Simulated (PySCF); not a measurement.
C₄H₈FNSi₂.
Numbering: `[CH2:1]=[CH:2][C@:3]([F:4])([SiH3:5])[SiH2:6][C:7]#[N:8]` (hydrogens: H9, H10 on C1; H11 on C2; H12, H13, H14 on Si5; H15, H16 on Si6)

Theory: TDDFT wB97X-D/def2-SVPD, vertical, gas phase, core orbitals frozen in the response (PySCF 2.14.0, density-fitted response routines). The structure is a single GFN2-xTB conformer in the gas phase; no vibrational or solvent corrections. Torsions of this conformer, `[CH2:1]=[CH:2][C@:3]([F:4])([SiH3:5])[SiH2:6][C:7]#[N:8]`: C1–C2–C3–F4 -1°, C2–C3–Si6–C7 61°.

Frontier orbitals with the atoms that hold most of them (Löwdin shares over 4%, at most four atoms; ? is withheld):

```json
{"orbital": "LUMO+2", "ε (eV)": "1.26", "atoms": "Si6 18%, C1 13%, C2 12%, Si5 10%"}
{"orbital": "LUMO+1", "ε (eV)": "1.08", "atoms": "N8 21%, C7 20%, Si6 20%, H15 7%"}
{"orbital": "LUMO", "ε (eV)": "0.92", "atoms": "Si6 24%, C7 22%, N8 20%, H16 6%"}
{"orbital": "HOMO", "ε (eV)": "-9.31", "atoms": "?"}
{"orbital": "HOMO-1", "ε (eV)": "-11.39", "atoms": "?"}
{"orbital": "HOMO-2", "ε (eV)": "-11.47", "atoms": "F4 16%, C2 15%, C3 14%, Si5 12%"}
{"orbital": "HOMO-3", "ε (eV)": "-12.04", "atoms": "N8 37%, C7 31%, Si6 8%, F4 5%"}
```

Task: Give the leading atoms of the HOMO.

Result: C1 (bonded to C and 2 H) 30%; C2 (bonded to 2 C and H) 24%; C3 (bonded to C, F and 2 Si) 16%; Si5 (bonded to C and 3 H) 7%. By element: carbon 70% or more, silicon 7% or more.

Task: Give the leading atoms of the HOMO-1.

Result: C3 (bonded to C, F and 2 Si) 20%; F4 (bonded to C) 15%; C2 (bonded to 2 C and H) 12%; Si5 (bonded to C and 3 H) 9%. By element: carbon 32% or more, fluorine 15%, silicon 9% or more.

Task: How does S1 compare with the orbital gap of 10.23 eV?

Result: S1 is at 6.29 eV (f = 0.055), 3.93 eV below the gap, made of HOMO→LUMO+2 (41%), HOMO→LUMO+3 (20%), HOMO→LUMO+1 (18%). Its leading pair isn't HOMO and LUMO; the energies of that pair differ by 10.57 eV. 

Next come S2 at 6.42 eV (f 0.107), HOMO→LUMO (77%), HOMO→LUMO+1 (11%); S3 at 6.52 eV (f 0.144), HOMO→LUMO+1 (62%), HOMO→LUMO+2 (29%); S4 at 6.91 eV (f 0.162), HOMO→LUMO+3 (62%), HOMO→LUMO+2 (19%); S5 at 7.23 eV (f 0.0012), HOMO-3→LUMO (44%).

Löwdin shares depend on the basis, the more so with diffuse functions.

On one thread of an Arm Neoverse V1, shared host with 32 logical CPUs at a one-minute load of 22, this took 2.0 min of wall time and 1.0 GiB of memory at its peak.
